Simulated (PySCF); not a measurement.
[DyCl3(H2O)]− at several levels of theory

Computed with PySCF 2.14.0 (density fitting, no spin-orbit coupling) at the geometry relaxed with PBE0:

```xyz
7
[DyCl3(H2O)]− (singlet in the valence; each metal's 4f electrons, 10 of them, lie in its core potential, out of spins and levels)
Dy   -0.0033    0.3242    0.3279
Cl    1.7947    1.5946    1.8615
Cl   -2.4989   -0.4367    1.1217
Cl    0.5538   -0.9728   -2.0090
O    -1.6829    1.1331   -1.4539
H    -2.3568    0.6450   -0.9381
H    -1.2825    0.4562   -2.0376
```

```json
{"level": "PBE0", "basis": "Dy lcecp-0-SVP with ECP56, Cl def2-SVP, O def2-SVP, H def2-SVP", "state": "singlet", "HOMO (eV)": "–", "gap (eV)": "–", "charge on Dy1 (e)": "0.47", "population of f-type functions on Dy1 (polarisation alone where 4f lies in the core)": "0.02", "dipole about the centre of mass (D)": "1.03", "largest force component (eV/Å)": "0.01"}
{"level": "BLYP", "basis": "the same", "state": "singlet", "HOMO (eV)": "–", "gap (eV)": "–", "charge on Dy1 (e)": "0.23", "population of f-type functions on Dy1 (polarisation alone where 4f lies in the core)": "0.02", "dipole about the centre of mass (D)": "1.08", "largest force component (eV/Å)": "0.87"}
{"level": "PBE0", "basis": "Dy lcecp-0-TZVP with ECP56, Cl def2-TZVP, O def2-TZVP, H def2-TZVP", "state": "singlet", "HOMO (eV)": "–", "gap (eV)": "–", "charge on Dy1 (e)": "1.03", "population of f-type functions on Dy1 (polarisation alone where 4f lies in the core)": "0.03", "dipole about the centre of mass (D)": "0.84", "largest force component (eV/Å)": "0.24"}
```

In the lcecp rows the 4f levels are missing from HOMO and gap, and the state counts the valence alone.

Charges are Mulliken's, which hang on the basis. The relaxation used the grid (50, 194), these runs (75, 302) or, all-electron (x2c bases, spin-free X2C Hamiltonian), (99, 590).

(1) What does wB97X with Dy lcecp-0-SVP with ECP56, Cl def2-SVP, O def2-SVP, H def2-SVP give here?

An lcecp potential fixes the number of 4f electrons, so in runs with it no electron can move into or out of that shell; real Dy(II) is rare or takes another configuration.

## Answers

(1) state singlet, charge on Dy1 (e) 0.51, population of f-type functions on Dy1 (polarisation alone where 4f lies in the core) 0.02, dipole about the centre of mass (D) 1.07, largest force component (eV/Å) 0.12. Time: 9.2 s on 2 threads of Arm Neoverse V1, on a shared host, from an already converged density.
